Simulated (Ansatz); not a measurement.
Geometry optimisation, Ansatz 0.2.0, UKS PBE/def2-SVP.

input.yaml

```yaml
crystal:
  periodic: [false, false, false]
  atoms:
    - { symbol: Ge, position_ang: [0.000689, 1.3e-05, -0.38139] }
    - { symbol: H, position_ang: [-0.000381, -7.5e-05, 2.369485] }
    - { symbol: Cl, position_ang: [2.06209, -1.6e-05, -1.151254] }
    - { symbol: Cl, position_ang: [-1.029923, 1.78528, -1.151153] }
    - { symbol: Cl, position_ang: [-1.029972, -1.785226, -1.151149] }
    - { symbol: C, position_ang: [-9.7e-05, -2.9e-05, 3.480445] }
    - { symbol: H, position_ang: [-0.564853, -0.879828, 3.839719] }
    - { symbol: H, position_ang: [1.044367, -0.049286, 3.839277] }
    - { symbol: H, position_ang: [-0.47952, 0.929067, 3.839621] }
magnetization:
  spin_polarized: true
  initial_magnetization: 1
basis:
  gaussian: { orbitals: def2-SVP }
hamiltonian:
  xc: pbe
relax:
  f_tol: 0.03
  max_steps: 50
```

Command:

```bash
$ ansatz run input.yaml --threads 4 --pin off --max-ram 5120MiB --backend cpu --events-out ev --progress --plain --runs-dir out
```

**Question.** Where does it end, and by what steps?

**Answer.** The forces met the threshold. After 3 steps the energy has fallen by 0.005 eV; Ge1 moved furthest, 0.14 Å.

| step | energy less start (eV) | largest force component (eV/Å) | accepted |
| --- | --- | --- | --- |
| 0 | 0.0000 | 0.140 | yes |
| 1 | -0.0046 | 0.086 | yes |
| 2 | -0.0051 | 0.033 | yes |
| 3 | -0.0052 | 0.002 | yes |

```xyz
9
Properties=species:S:1:pos:R:3
Ge 0.000 0.000 -0.523
H 0.001 0.000 2.477
Cl 2.057 0.000 -1.285
Cl -1.028 1.781 -1.285
Cl -1.028 -1.781 -1.285
C 0.000 0.000 3.586
H -0.564 -0.879 3.950
H 1.043 -0.049 3.950
H -0.479 0.928 3.950
```

Whether the end is a true minimum wasn't checked by a vibrational analysis.

The run took 14 s on 4 threads of Arm Neoverse V1 (shared host), peak memory 0.22 GiB.
